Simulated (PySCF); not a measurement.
C2H5I, charge -1, doublet, at the geometry of the source list (a state made from the parent by changing its charge; the spin is typed, not shown lowest) (all electrons, no relativity) (a gas-phase anion, which may not be bound at this level); PySCF with PBE0/6-311G**.

Here is a job for PySCF.
```python
from pyscf import gto, scf, dft

mol = gto.Mole()
mol.atom = '''
    C    -0.77360000    0.27010000    0.08430000
    C     0.54870000   -0.42420000   -0.14430000
    I     2.22910000    0.84980000    0.34860000
    H    -0.88870000    0.55950000    1.12690000
    H    -1.58520000   -0.40850000   -0.17680000
    H    -0.85900000    1.16230000   -0.53280000
    H     0.64940000   -1.30750000    0.48120000
    H     0.67930000   -0.70150000   -1.18710000
'''
mol.basis = '6-311g**'
mol.charge = -1
mol.spin = 1
mol.verbose = 4
mol.build()

mf = dft.ROKS(mol)
mf.xc = 'pbe0'
mf.kernel()
```

It wrote (shortened):

```
PySCF version 2.14.0

[INPUT] verbose = 4
[INPUT] num. atoms = 8
[INPUT] num. electrons = 71
[INPUT] charge = -1
[INPUT] spin (= nelec alpha-beta = 2S) = 1
[INPUT] symmetry False subgroup None
[INPUT] Mole.unit = angstrom
[INPUT] Symbol           X                Y                Z      unit          X                Y                Z       unit  Magmom
[INPUT]  1 C     -0.773600000000   0.270100000000   0.084300000000 AA   -1.461892129964   0.510415026245   0.159303912301 Bohr   0.0
[INPUT]  2 C      0.548700000000  -0.424200000000  -0.144300000000 AA    1.036892724549  -0.801621822040  -0.272687479775 Bohr   0.0
[INPUT]  3 I      2.229100000000   0.849800000000   0.348600000000 AA    4.212388504268   1.605889260655   0.658758527023 Bohr   0.0
[INPUT]  4 H     -0.888700000000   0.559500000000   1.126900000000 AA   -1.679399606901   1.057301766694   2.129532369772 Bohr   0.0
[INPUT]  5 H     -1.585200000000  -0.408500000000  -0.176800000000 AA   -2.995593852661  -0.771953121885  -0.334103578823 Bohr   0.0
[INPUT]  6 H     -0.859000000000   1.162300000000  -0.532800000000 AA   -1.623274741001   2.196428674582  -1.006846079168 Bohr   0.0
[INPUT]  7 H      0.649400000000  -1.307500000000   0.481200000000 AA    1.227188145293  -2.470816907869   0.909336211141 Bohr   0.0
[INPUT]  8 H      0.679300000000  -0.701500000000  -1.187100000000 AA    1.283690956417  -1.325642876382  -2.243293882471 Bohr   0.0

nuclear repulsion = 214.748207360577
number of shells = 60
number of NR pGTOs = 188
number of NR cGTOs = 128
basis = 6-311g**
ecp = {}

******** <class 'pyscf.dft.roks.ROKS'> ********
method = ROKS
initial guess = minao
damping factor = 0
level_shift factor = 0
DIIS = <class 'pyscf.scf.diis.CDIIS'>
diis_start_cycle = 1
diis_space = 8
diis_damp = 0
SCF conv_tol = 1e-09
SCF conv_tol_grad = None
SCF max_cycles = 50
direct_scf = True
direct_scf_tol = 1e-13
num. doubly occ = 35  num. singly occ = 1
XC library pyscf.dft.libxc version 7.1.2
    S. Lehtola, C. Steigemann, M. J. T. Oliveira, and M. A. L. Marques,  SoftwareX 7, 1–5 (2018)
XC functionals = pbe0
    C. Adamo and V. Barone,  J. Chem. Phys. 110, 6158 (1999)
    M. Ernzerhof and G. E. Scuseria,  J. Chem. Phys. 110, 5029 (1999)
radial grids:
    Treutler-Ahlrichs [JCP 102, 346 (1995); DOI:10.1063/1.469408] (M4) radial grids

becke partition: Becke, JCP 88, 2547 (1988); DOI:10.1063/1.454033
pruning grids: <function nwchem_prune>
grids dens level: 3
symmetrized grids: False
atomic radii adjust function: <function treutler_atomic_radii_adjust>
small_rho_cutoff = 0
Set gradient conv threshold to 3.16228e-05
tot grids = 99240
init E= -6960.75974301051
  HOMO = -0.0734616616701775  LUMO = 0.0294642209207068  gap/eV = 2.80076
cycle= 1 E= -6997.96751940068  delta_E= -37.2  |g|= 6.15  |ddm|= 3.06
  HOMO = 0.223659457864675  LUMO = 0.241456483537304  gap/eV = 0.48428
cycle= 2 E= -6998.02209000179  delta_E= -0.0546  |g|= 2.08  |ddm|= 3.58
  HOMO = 0.0959889199019603  LUMO = 0.192723566390995  gap/eV = 2.63228
cycle= 3 E= -6998.08607089995  delta_E= -0.064  |g|= 0.816  |ddm|= 3.23
  HOMO = 0.179435617268862  LUMO = 0.227051336555877  gap/eV = 1.29569
cycle= 4 E= -6998.17838486295  delta_E= -0.0923  |g|= 0.309  |ddm|=  1.4
  HOMO = 0.150535395081424  LUMO = 0.213902803716931  gap/eV = 1.72432
cycle= 5 E= -6998.20741767702  delta_E= -0.029  |g|= 0.0459  |ddm|= 0.727
  HOMO = 0.156784412028278  LUMO = 0.214980669329613  gap/eV = 1.58360
cycle= 6 E= -6998.20791133687  delta_E= -0.000494  |g|= 0.0112  |ddm|= 0.0633
  HOMO = 0.156373510125317  LUMO = 0.215542967897076  gap/eV = 1.61008
cycle= 7 E= -6998.20794400587  delta_E= -3.27e-05  |g|= 0.00339  |ddm|= 0.0515
  HOMO = 0.156818600475978  LUMO = 0.215297386437957  gap/eV = 1.59129
cycle= 8 E= -6998.20794766407  delta_E= -3.66e-06  |g|= 0.000814  |ddm|= 0.00636
  HOMO = 0.156983497838351  LUMO = 0.215306199065001  gap/eV = 1.58704
cycle= 9 E= -6998.20794791098  delta_E= -2.47e-07  |g|= 0.000254  |ddm|= 0.00367
  HOMO = 0.156968362023509  LUMO = 0.215308234020353  gap/eV = 1.58751
cycle= 10 E= -6998.20794793229  delta_E= -2.13e-08  |g|= 7.58e-05  |ddm|= 0.00124
  HOMO = 0.156979840199782  LUMO = 0.21530541598869  gap/eV = 1.58712
cycle= 11 E= -6998.2079479344  delta_E= -2.11e-09  |g|= 1.36e-05  |ddm|= 0.000187
  HOMO = 0.156979762352127  LUMO = 0.21530517443615  gap/eV = 1.58712
cycle= 12 E= -6998.20794793448  delta_E= -8e-11  |g|= 4.87e-06  |ddm|= 4.25e-05
  HOMO = 0.156979995330716  LUMO = 0.215304931828031  gap/eV = 1.58710
Extra cycle  E= -6998.2079479345  delta_E= -1.73e-11  |g|= 5.36e-06  |ddm|= 2.38e-05
converged SCF energy = -6998.2079479345
```
